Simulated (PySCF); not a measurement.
## Ionisation energy of Xe+ by level of theory

Xe+ [Kr] 4d10 5s2 5p5 (2P) → Xe(2+) [Kr] 4d10 5s2 5p4 (3P), as a difference of total energies. All numbers are calculated (PySCF 2.14, the non-relativistic Hamiltonian (point nucleus), in dyall-av2z). Correlated levels: valence: [Kr] 4d10 frozen; virtual orbitals above 40 to 60 times the deepest correlated orbital energy dropped. The calculations carry no spin-orbit coupling.

| method | ionisation energy (eV) |
| --- | --- |
| UHF | 20.062 |
| MP2 (valence) | 20.583 |
| SCS-MP2 (valence) | 20.563 |
| CCSD (valence) | 20.552 |
| CCSD(T) (valence) | 20.563 |

Task: How much does correlation contribute at CCSD(T) (valence)?

Result: 20.563 − (20.062) = 0.501 eV, measured against UHF.

These non-relativistic numbers lack the scalar-relativistic shift.

The reference lies between the lowest fine-structure levels, while these numbers refer to the centres of the terms.

For comparison: 20.975 eV (semi-empirical (NIST evaluation); NIST Atomic Spectra Database, ionization energies).
